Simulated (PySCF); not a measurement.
**Au: excitation energy**

Au [Xe] 4f14 5d10 6s1 (2S) → Au [Xe] 4f14 5d10 6p1 (2P), as a difference of total energies. Calculation: PySCF 2.14, in x2c-TZVPPall with one added diffuse shell each of s, p, d, f type (12s8p8d4f1g, 113 functions); scalar relativity by spin-free X2C-1e. Correlated levels: valence: [Xe] 4f14 frozen; valence and next inner shell: [Kr] 4d10 4f14 frozen. The calculations carry no spin-orbit coupling.

Task: Order these methods by the excitation energy they give, lowest first.
A. UHF
B. MP2 (valence and next inner shell)
C. MP2 (valence)
D. B2PLYP

Result: A (4.229 eV), D (5.038 eV), C (5.131 eV), B (5.252 eV).

Errors of the correlated levels include the incompleteness of this basis and the frozen core.

For comparison: 4.947 eV (measured; NIST levels, between the centres of gravity of the two terms).
